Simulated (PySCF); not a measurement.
Gas-phase reaction: 2 SnH4 + SnHCl + Cl2 ⇌ 3 SnH3Cl

Computed with PySCF (xtb for GFN2) and rigid-rotor harmonic-oscillator thermochemistry at 1 bar. † marks an energy on the PBE0/def2-TZVP geometry and frequencies; other levels use their own. MP2 freezes the core. All species are closed-shell singlets. B3LYP is the form with VWN-RPA correlation. Sn: scalar-relativistic def2 core potential, no spin-orbit coupling. SnHCl, SnH3Cl: computed as isolated molecules; such fragments, hydroxides, amides, oligomers or adducts are transient or little studied in the gas. MP2 isn't extrapolated to the basis-set limit.

```tsv
level	ΔH°(298 K), kJ
B3LYP/def2-TZVP†	?
BLYP/def2-TZVP†	?
GFN2-xTB	-135
HF/def2-TZVP†	?
MP2/def2-SVP†	-405
MP2/def2-TZVPP†	-383
PBE/def2-TZVP†	?
PBE0/def2-TZVP	-360
ωB97M-V/def2-TZVP†	-366
ωB97X-V/def2-TZVP†	-380
```

### Question
Complete the blanks.

### Answer

- B3LYP/def2-TZVP†, ΔH°(298 K), kJ: -332
- BLYP/def2-TZVP†, ΔH°(298 K), kJ: -302
- HF/def2-TZVP†, ΔH°(298 K), kJ: -393
- PBE/def2-TZVP†, ΔH°(298 K), kJ: -330
